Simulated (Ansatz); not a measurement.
Input for Ansatz (an electronic-structure program): R-B3LYP-D3(BJ)/def2-TZVP on C3H9Ga (SMILES [CH3][Ga]([CH3])[CH3]).

Ansatz 0.2 input:
```yaml
crystal:
  periodic: [false, false, false]
  atoms:
    - {symbol: C, position_ang: [-0.84537683, 1.75559008, 0.60069131]}
    - {symbol: Ga, position_ang: [-0.00065295, -0.01537237, 0.01833765]}
    - {symbol: C, position_ang: [2.01656448, -0.29175872, 0.22534933]}
    - {symbol: C, position_ang: [-1.17348975, -1.47223021, -0.81195680]}
    - {symbol: H, position_ang: [-0.84410779, 2.47809628, -0.22079954]}
    - {symbol: H, position_ang: [-0.29468789, 2.20617095, 1.43115674]}
    - {symbol: H, position_ang: [-1.88448210, 1.62036614, 0.91368485]}
    - {symbol: H, position_ang: [2.55167134, 0.05863715, -0.66211399]}
    - {symbol: H, position_ang: [2.26504270, -1.34792493, 0.35986886]}
    - {symbol: H, position_ang: [2.40950559, 0.26326754, 1.08187590]}
    - {symbol: H, position_ang: [-1.24203475, -1.34638845, -1.89664249]}
    - {symbol: H, position_ang: [-0.76549987, -2.46913461, -0.62410002]}
    - {symbol: H, position_ang: [-2.19235218, -1.43931884, -0.41535181]}
basis:
  gaussian:
    orbitals: def2-TZVP
hamiltonian:
  xc: b3lyp
  dispersion: d3bj
relax: {f_tol: 0.004, max_steps: 120}
scf: {lower_state_search: off}
```

The log:

```
WARN ansatz: RAYON_NUM_THREADS=8 ignored (pool sized by the plan → 8); use --threads N
Functional definition: B3LYP
these checks for a lower state are left out or cut short: stability, starts, cluster_reference, orbital_swaps, neighbouring_geometries, increment
integrals: 0.12 GiB planned
1339 factors; their error is unknown
mean field: 1.12 GiB planned
mean field evaluation 1: about -55619.5377 eV, gradient 9.6e1 eV
mean field evaluation 2: about -55607.5410 eV, gradient 1.1e2 eV
mean field evaluation 4: about -55638.9206 eV, gradient 6.4e0 eV
mean field evaluation 8: about -55638.9713 eV, gradient 1.2e-1 eV
mean field evaluation 16: about -55639.0994 eV, gradient 2.7e-3 eV
mean field -55639.09935915 eV, -2044.6991879128 hartree, gradient 3.1e-6 eV, S^2 0.000000; 0 other end points of the search recorded, 0 dependent functions left out
the calculation of the forces begins
reference -55639.09966839 eV, -2044.6991992770 hartree; 29, 29 occupied and 166, 166 virtual orbitals, 1339 factors
relax step   1: F+E_penalty+E_count = -55639.46558863 eV  Δ(F+E_penalty+E_count) = +0.000e0 eV  max|allowed force component| = 4.674e-1 eV/Å  Δτ_max = 0.0000 Å  (17 SCF iters, accepted)
these checks for a lower state are left out or cut short: stability, starts, cluster_reference, orbital_swaps, neighbouring_geometries, increment
integrals: 0.12 GiB planned
1339 factors; their error is unknown
mean field: 1.13 GiB planned
mean field -55639.15768164 eV, -2044.7013312248 hartree, gradient 3.0e-6 eV, S^2 0.000000; 0 other end points of the search recorded, 0 dependent functions left out
the calculation of the forces begins
reference -55639.15798773 eV, -2044.7013424733 hartree; 29, 29 occupied and 166, 166 virtual orbitals, 1339 factors
relax step   2: F+E_penalty+E_count = -55639.53140735 eV  Δ(F+E_penalty+E_count) = -6.582e-2 eV  max|allowed force component| = 2.123e-1 eV/Å  Δτ_max = 0.0747 Å  (18 SCF iters, accepted)
these checks for a lower state are left out or cut short: stability, starts, cluster_reference, orbital_swaps, neighbouring_geometries, increment
integrals: 0.12 GiB planned
1339 factors; their error is unknown
mean field: 1.13 GiB planned
mean field evaluation 32: about -55639.1611 eV, gradient 2.6e-3 eV
mean field -55639.16106833 eV, -2044.7014556834 hartree, gradient 2.9e-6 eV, S^2 0.000000; 0 other end points of the search recorded, 0 dependent functions left out
the calculation of the forces begins
reference -55639.16137363 eV, -2044.7014669029 hartree; 29, 29 occupied and 166, 166 virtual orbitals, 1339 factors
relax step   3: F+E_penalty+E_count = -55639.53686344 eV  Δ(F+E_penalty+E_count) = -5.456e-3 eV  max|allowed force component| = 4.659e-2 eV/Å  Δτ_max = 0.0193 Å  (19 SCF iters, accepted)
these checks for a lower state are left out or cut short: stability, starts, cluster_reference, orbital_swaps, neighbouring_geometries, increment
integrals: 0.12 GiB planned
1339 factors; their error is unknown
mean field: 1.13 GiB planned
mean field -55639.16171906 eV, -2044.7014795972 hartree, gradient 3.0e-6 eV, S^2 0.000000; 0 other end points of the search recorded, 0 dependent functions left out
the calculation of the forces begins
reference -55639.16202460 eV, -2044.7014908254 hartree; 29, 29 occupied and 166, 166 virtual orbitals, 1339 factors
relax step   4: F+E_penalty+E_count = -55639.53731411 eV  Δ(F+E_penalty+E_count) = -4.507e-4 eV  max|allowed force component| = 1.118e-2 eV/Å  Δτ_max = 0.0082 Å  (19 SCF iters, accepted)
these checks for a lower state are left out or cut short: stability, starts, cluster_reference, orbital_swaps, neighbouring_geometries, increment
integrals: 0.12 GiB planned
1339 factors; their error is unknown
mean field: 1.13 GiB planned
mean field -55639.16170558 eV, -2044.7014791017 hartree, gradient 3.0e-6 eV, S^2 0.000000; 0 other end points of the search recorded, 0 dependent functions left out
the calculation of the forces begins
reference -55639.16201109 eV, -2044.7014903290 hartree; 29, 29 occupied and 166, 166 virtual orbitals, 1339 factors
relax step   5: F+E_penalty+E_count = -55639.53732731 eV  Δ(F+E_penalty+E_count) = -1.321e-5 eV  max|allowed force component| = 1.696e-3 eV/Å  Δτ_max = 0.0019 Å  (20 SCF iters, accepted)
Total energy: -55639.53763282 eV, -2044.7152941731 hartree
Atom 0 at    -0.825431     1.707540     0.595189 Å, force    -0.000178     0.001088    -0.000667 eV/Å
Atom 1 at    -0.007046    -0.019502     0.043617 Å, force    -0.000060     0.000115     0.000056 eV/Å
Atom 2 at     1.954739    -0.291701     0.227394 Å, force     0.000827     0.000277    -0.000966 eV/Å
Atom 3 at    -1.136558    -1.435832    -0.777758 Å, force    -0.000169    -0.000091    -0.001285 eV/Å
Atom 4 at    -0.805073     2.400461    -0.251824 Å, force     0.000007    -0.001088     0.001223 eV/Å
Atom 5 at    -0.274680     2.175911     1.412079 Å, force     0.000057     0.000127    -0.000274 eV/Å
Atom 6 at    -1.868168     1.587000     0.892107 Å, force     0.000030     0.000113    -0.000279 eV/Å
Atom 7 at     2.453125     0.070986    -0.677075 Å, force    -0.000941    -0.000498     0.001338 eV/Å
Atom 8 at     2.210947    -1.345984     0.340241 Å, force    -0.000049     0.000030    -0.000222 eV/Å
Atom 9 at     2.364694     0.266420     1.070327 Å, force     0.000126    -0.000026    -0.000217 eV/Å
Atom 10 at    -1.181598    -1.275775    -1.859586 Å, force     0.000175    -0.000089     0.001696 eV/Å
Atom 11 at    -0.724505    -2.432246    -0.612622 Å, force     0.000125     0.000101    -0.000161 eV/Å
Atom 12 at    -2.160347    -1.407278    -0.402090 Å, force     0.000051    -0.000060    -0.000242 eV/Å
Dipole moment:     0.001016     0.002380    -0.005826 e Å
Checks for a lower state left out: stability, starts, cluster_reference, orbital_swaps, neighbouring_geometries, increment
```

The calculation finished and met its thresholds.

Cost: around 40 core-seconds (rough).
